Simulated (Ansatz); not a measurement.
`OBSCO` + H₂S → `OBS` + `OCS`  (ligand exchange at a B–S bond)

Computed with Ansatz on PBE0-D4/def2-TZVP structures; ΔE is electronic, products minus reactants. CBS: MP2 limit from def2 TZ/QZ plus the TZ coupled-cluster correction, frozen cores. This one scheme is used for every species. Functionals use def2-TZVPP. Each species was taken in one conformer, which may not be the lowest.

(1) Is it downhill or uphill in electronic energy at CCSD(T)/CBS, and by how much? (Estimate.)

(2) What do these levels give: r2SCAN-D4, HF/def2-TZVPP, CCSD/def2-TZVPP, CCSD(T)/def2-TZVPP, MP2/def2-QZVPP, HF/CBS(def2)? (Estimate.)

Largest T1 diagnostic among the species: 0.013.

## Answers

(1) Computed: Uphill: ΔE = +12.9 kJ/mol.

(2) The calculation gave: r2SCAN-D4 14.1, HF/def2-TZVPP 6.9, CCSD/def2-TZVPP 11.7, CCSD(T)/def2-TZVPP 13.2, MP2/def2-QZVPP 13.5, HF/CBS(def2) 6.7 kJ/mol.

In def2-TZVPP, CCSD(T) changes the Hartree–Fock value by +6.3 kJ/mol (the triples alone add +1.5 kJ/mol) and MP2 by +6.8 kJ/mol. The D4 term adds +4.1 kJ/mol with B3LYP and +2.4 kJ/mol with PBE0; it sums over pairs of atoms, weighted by their polarisabilities, and B3LYP, whose exchange is more repulsive, gets the larger term.

B3LYP here is the variant with VWN-RPA as its local correlation; programs differ in this.
